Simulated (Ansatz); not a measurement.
Species: SiH3S, charge 0, doublet. SiH3S (SMILES [S][SiH3], doublet).
B3LYP-D3(BJ)/def2-TZVP minimum from Ansatz (a quantum-chemistry and plane-wave program):
```
Si
H 1 1.4801
H 1 1.4801 2 109.34
H 1 1.4849 2 109.69 3 -120.32
S 1 2.1316 2 112.07 3 124.88
```
Charge 0, spin multiplicity 2.

Total energies in hartree (Ansatz). Open shells are spin-unrestricted; no spin-orbit coupling. Cores are frozen in correlated methods. No relativity. Where a partner has so few electrons that a lower coupled-cluster level is exact, that level stands in.

```csv
species,HF/cc-pV(T+d)Z,CCSD(T)/cc-pV(T+d)Z,HF/cc-pV(Q+d)Z,CCSD(T)/cc-pV(Q+d)Z,CCSDT(Q)/cc-pV(T+d)Z
"1: SiH3S (SMILES [SiH3][S], doublet)",-688.24378,-688.56988,-688.25096,-688.59865,-688.57185
2: Si (triplet),-288.85649,-288.93344,-288.85845,-288.93781,-288.93426
3: S (triplet),-397.50938,-397.65444,-397.51264,-397.66785,-397.65537
4: H (doublet),-0.49981,-0.49981,-0.49995,-0.49995,-0.49981
```

Work out the atomisation energy (electronic, to ground-state atoms) in kJ/mol: take Hartree-Fock from cc-pV(Q+d)Z, extrapolate the CCSD(T) correlation energy as X^-3 (X = 3, 4), and add CCSDT(Q) - CCSD(T) in cc-pV(T+d)Z. 1 hartree = 2625.5 kJ/mol.


Species 1: correlation (64·(-0.34769) - 27·(-0.32610))/37 = -0.36344; step -0.00197; E1 = -688.25096 + (-0.36344) + (-0.00197) = -688.61637
Species 2: correlation (64·(-0.07936) - 27·(-0.07695))/37 = -0.08112; step -0.00082; E2 = -288.85845 + (-0.08112) + (-0.00082) = -288.94039
Species 3: correlation (64·(-0.15521) - 27·(-0.14506))/37 = -0.16262; step -0.00093; E3 = -397.51264 + (-0.16262) + (-0.00093) = -397.67619
Species 4: correlation (64·(0.00000) - 27·(0.00000))/37 = 0.00000; step +0.00000; E4 = -0.49995 + (0.00000) + (+0.00000) = -0.49995
-1·E1 +1·E2 +1·E3 +3·E4 = 0.49994 hartree = 1312.6 kJ/mol.
